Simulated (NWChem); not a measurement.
Species: BeH2S; SMILES [BeH][SH]

```xyz
4

Be     0.1036    -1.3052     0.0000
H      0.0680    -2.6381     0.0000
S      0.1629     0.6097     0.0000
H     -1.1884     0.7024     0.0000
```
Atoms are numbered in this order, from 1.

Level: PBE0/def2-SVP (NWChem), optimised geometry, unscaled harmonic frequencies. 

**Question.** List the harmonic frequencies with IR intensities, and the thermochemistry.

**Answer.** 
```json
[
 {"frequency (cm⁻¹)": "436", "IR intensity (km/mol)": "116.4"},
 {"frequency (cm⁻¹)": "510", "IR intensity (km/mol)": "96.9"},
 {"frequency (cm⁻¹)": "656", "IR intensity (km/mol)": "41.0"},
 {"frequency (cm⁻¹)": "737", "IR intensity (km/mol)": "58.1"},
 {"frequency (cm⁻¹)": "2182", "IR intensity (km/mol)": "143.5"},
 {"frequency (cm⁻¹)": "2697", "IR intensity (km/mol)": "1.1"}
]
```

```
Quantity                                                                            Value
-----------------------------------------------------------------------  ----------------
zero-point energy                                                           10.3 kcal/mol
thermal correction to the enthalpy at 298.15 K (with zero-point energy)     13.1 kcal/mol
heat capacity Cv                                                         10.3 cal/(mol K)
entropy at 298.15 K and 1 atm (symmetry number 1)                        58.5 cal/(mol K)
dipole moment                                                                      0.96 D
```

Rigid rotor and harmonic oscillator.
